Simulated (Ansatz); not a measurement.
Ansatz (a program for electronic structure) input (MP2/6-31G*):

Ansatz 0.2 input:
```yaml
crystal:
  periodic: [false, false, false]
  atoms:
    - {symbol: C, position_ang: [-2.28603500, 0.56971400, -0.23887800]}
    - {symbol: Si, position_ang: [-0.84880800, -0.63947700, -0.34701300]}
    - {symbol: B, position_ang: [0.97053700, 0.03889800, 0.16688800]}
    - {symbol: O, position_ang: [1.20571300, 1.37932100, 0.06192000]}
    - {symbol: O, position_ang: [2.01394400, -0.76450000, 0.55573300]}
    - {symbol: H, position_ang: [-2.56785500, 0.74408600, 0.80301600]}
    - {symbol: H, position_ang: [-3.16419400, 0.19598300, -0.76724500]}
    - {symbol: H, position_ang: [-2.00031400, 1.52740700, -0.67554500]}
    - {symbol: H, position_ang: [-1.19130200, -1.96372300, 0.24500900]}
    - {symbol: H, position_ang: [2.11624800, 1.61552400, 0.28414000]}
    - {symbol: H, position_ang: [1.79699500, -1.69795100, 0.62641800]}
basis:
  gaussian:
    orbitals: 6-31G*
magnetization: {spin_polarized: true, initial_magnetization: 1}
correlation: {method: mp2, electrons: outside_noble_gas}
relax: {f_tol: 0.003, max_steps: 120}
```

Output:

```
Functional definition: HF
these checks for a lower state are left out or cut short: cluster_reference
integrals: 0.06 GiB planned
983 factors; integrals over basis functions are off by at most 5.1e-4 eV
mean field: 0.44 GiB planned
mean field evaluation 1: about -13730.7093 eV, gradient 3.1e1 eV
mean field evaluation 2: about -13730.7738 eV, gradient 3.1e1 eV
mean field evaluation 4: about -13734.9281 eV, gradient 2.8e0 eV
mean field evaluation 8: about -13735.0115 eV, gradient 3.4e-1 eV
mean field -13735.01450664 eV, -504.7524731920 hartree, gradient 9.5e-6 eV, S^2 0.759361; 0 other end points of the search recorded, 0 dependent functions left out
9 core orbitals not correlated
reference -13735.01450664 eV, -504.7524731920 hartree; 15, 14 occupied and 67, 68 virtual orbitals, 983 factors
densities: 0.31 GiB planned
second order -17.17678694 eV of doubles, -0.00000000 eV of singles
the calculation of the forces begins
mean field evaluation 16: about -13735.0145 eV, gradient 9.5e-6 eV
relax step   1: F+E_penalty+E_count = -13752.19129358 eV  Δ(F+E_penalty+E_count) = +0.000e0 eV  max|allowed force component| = 4.739e-1 eV/Å  Δτ_max = 0.0000 Å  (41 SCF iters, accepted)
these checks for a lower state are left out or cut short: starts, cluster_reference, orbital_swaps, neighbouring_geometries, increment
integrals: 0.06 GiB planned
983 factors; integrals over basis functions are off by at most 5.1e-4 eV
mean field: 0.44 GiB planned
mean field -13735.00418409 eV, -504.7520938450 hartree, gradient 4.6e-6 eV, S^2 0.759124; 0 other end points of the search recorded, 0 dependent functions left out
9 core orbitals not correlated
reference -13735.00418409 eV, -504.7520938450 hartree; 15, 14 occupied and 67, 68 virtual orbitals, 983 factors
densities: 0.31 GiB planned
second order -17.19652251 eV of doubles, -0.00000000 eV of singles
the calculation of the forces begins
relax step   2: F+E_penalty+E_count = -13752.20070659 eV  Δ(F+E_penalty+E_count) = -9.413e-3 eV  max|allowed force component| = 1.959e-1 eV/Å  Δτ_max = 0.0187 Å  (41 SCF iters, accepted)
these checks for a lower state are left out or cut short: starts, cluster_reference, orbital_swaps, neighbouring_geometries, increment
integrals: 0.06 GiB planned
983 factors; integrals over basis functions are off by at most 5.1e-4 eV
mean field: 0.44 GiB planned
mean field evaluation 32: about -13734.9899 eV, gradient 4.6e-6 eV
mean field -13734.98994741 eV, -504.7515706568 hartree, gradient 4.6e-6 eV, S^2 0.759013; 0 other end points of the search recorded, 0 dependent functions left out
9 core orbitals not correlated
reference -13734.98994741 eV, -504.7515706568 hartree; 15, 14 occupied and 67, 68 virtual orbitals, 983 factors
densities: 0.31 GiB planned
second order -17.21438850 eV of doubles, -0.00000000 eV of singles
the calculation of the forces begins
relax step   3: F+E_penalty+E_count = -13752.20433591 eV  Δ(F+E_penalty+E_count) = -3.629e-3 eV  max|allowed force component| = 6.823e-2 eV/Å  Δτ_max = 0.0348 Å  (41 SCF iters, accepted)
these checks for a lower state are left out or cut short: starts, cluster_reference, orbital_swaps, neighbouring_geometries, increment
integrals: 0.06 GiB planned
983 factors; integrals over basis functions are off by at most 5.1e-4 eV
mean field: 0.44 GiB planned
mean field -13734.98679931 eV, -504.7514549661 hartree, gradient 4.5e-6 eV, S^2 0.758740; 0 other end points of the search recorded, 0 dependent functions left out
9 core orbitals not correlated
reference -13734.98679931 eV, -504.7514549661 hartree; 15, 14 occupied and 67, 68 virtual orbitals, 983 factors
densities: 0.31 GiB planned
second order -17.21698449 eV of doubles, -0.00000000 eV of singles
the calculation of the forces begins
relax step   4: F+E_penalty+E_count = -13752.20378379 eV  Δ(F+E_penalty+E_count) = +5.521e-4 eV  max|allowed force component| = 1.326e-1 eV/Å  Δτ_max = 0.0209 Å  (41 SCF iters, rejected (line search))
these checks for a lower state are left out or cut short: starts, cluster_reference, orbital_swaps, neighbouring_geometries, increment
integrals: 0.06 GiB planned
983 factors; integrals over basis functions are off by at most 5.1e-4 eV
mean field: 0.44 GiB planned
mean field -13734.99151716 eV, -504.7516283441 hartree, gradient 5.4e-6 eV, S^2 0.758999; 0 other end points of the search recorded, 0 dependent functions left out
9 core orbitals not correlated
reference -13734.99151716 eV, -504.7516283441 hartree; 15, 14 occupied and 67, 68 virtual orbitals, 983 factors
densities: 0.31 GiB planned
second order -17.21340516 eV of doubles, -0.00000000 eV of singles
the calculation of the forces begins
relax step   5: F+E_penalty+E_count = -13752.20492232 eV  Δ(F+E_penalty+E_count) = -5.864e-4 eV  max|allowed force component| = 2.435e-2 eV/Å  Δτ_max = 0.0104 Å  (35 SCF iters, accepted)
these checks for a lower state are left out or cut short: starts, cluster_reference, orbital_swaps, neighbouring_geometries, increment
integrals: 0.06 GiB planned
983 factors; integrals over basis functions are off by at most 5.1e-4 eV
mean field: 0.44 GiB planned
mean field -13734.99141955 eV, -504.7516247567 hartree, gradient 2.8e-6 eV, S^2 0.758962; 0 other end points of the search recorded, 0 dependent functions left out
9 core orbitals not correlated
reference -13734.99141955 eV, -504.7516247567 hartree; 15, 14 occupied and 67, 68 virtual orbitals, 983 factors
densities: 0.31 GiB planned
second order -17.21360686 eV of doubles, -0.00000000 eV of singles
the calculation of the forces begins
relax step   6: F+E_penalty+E_count = -13752.20502640 eV  Δ(F+E_penalty+E_count) = -1.041e-4 eV  max|allowed force component| = 8.135e-3 eV/Å  Δτ_max = 0.0040 Å  (33 SCF iters, accepted)
these checks for a lower state are left out or cut short: starts, cluster_reference, orbital_swaps, neighbouring_geometries, increment
integrals: 0.06 GiB planned
983 factors; integrals over basis functions are off by at most 5.1e-4 eV
mean field: 0.44 GiB planned
mean field evaluation 64: about -13734.9915 eV, gradient 1.4e-6 eV
mean field -13734.99154021 eV, -504.7516291909 hartree, gradient 1.4e-6 eV, S^2 0.758955; 0 other end points of the search recorded, 0 dependent functions left out
9 core orbitals not correlated
reference -13734.99154021 eV, -504.7516291909 hartree; 15, 14 occupied and 67, 68 virtual orbitals, 983 factors
densities: 0.31 GiB planned
second order -17.21349995 eV of doubles, -0.00000000 eV of singles
the calculation of the forces begins
relax step   7: F+E_penalty+E_count = -13752.20504016 eV  Δ(F+E_penalty+E_count) = -1.375e-5 eV  max|allowed force component| = 2.941e-3 eV/Å  Δτ_max = 0.0020 Å  (33 SCF iters, accepted)
these checks for a lower state are left out or cut short: cluster_reference
integrals: 0.06 GiB planned
983 factors; integrals over basis functions are off by at most 5.1e-4 eV
mean field: 0.44 GiB planned
mean field -13734.99154021 eV, -504.7516291909 hartree, gradient 1.4e-6 eV, S^2 0.758955; 1 other end points of the search recorded, 0 dependent functions left out
9 core orbitals not correlated
reference -13734.99154021 eV, -504.7516291909 hartree; 15, 14 occupied and 67, 68 virtual orbitals, 983 factors
densities: 0.31 GiB planned
second order -17.21349995 eV of doubles, -0.00000000 eV of singles
the calculation of the forces begins
Total energy: -13752.20504016 eV, -505.3842136463 hartree
Atom 0 at    -2.272117     0.573487    -0.238475 Å, force    -0.001380    -0.002239    -0.001796 eV/Å
Atom 1 at    -0.855365    -0.670043    -0.376966 Å, force     0.000843    -0.000029    -0.001003 eV/Å
Atom 2 at     0.961526     0.029440     0.159448 Å, force     0.000899    -0.001121    -0.000010 eV/Å
Atom 3 at     1.163947     1.381926     0.056661 Å, force     0.002941    -0.001985     0.001422 eV/Å
Atom 4 at     2.028564    -0.742746     0.567501 Å, force    -0.001969     0.000619    -0.000717 eV/Å
Atom 5 at    -2.525560     0.763981     0.808925 Å, force    -0.000338     0.000799    -0.000236 eV/Å
Atom 6 at    -3.172305     0.217469    -0.745139 Å, force     0.000081     0.001356     0.001042 eV/Å
Atom 7 at    -1.973860     1.522237    -0.690661 Å, force     0.000647    -0.001187     0.000964 eV/Å
Atom 8 at    -1.201854    -1.984222     0.243892 Å, force    -0.000967     0.000779     0.000991 eV/Å
Atom 9 at     2.082650     1.599149     0.303221 Å, force    -0.001382     0.000329     0.000071 eV/Å
Atom 10 at     1.809303    -1.685396     0.626036 Å, force     0.000624     0.002678    -0.000727 eV/Å
Dipole moment:     0.106944    -0.138469     0.131742 e Å
Checks for a lower state left out: cluster_reference
```

The geometry given is a B3LYP-D3(BJ)/def2-TZVP minimum.
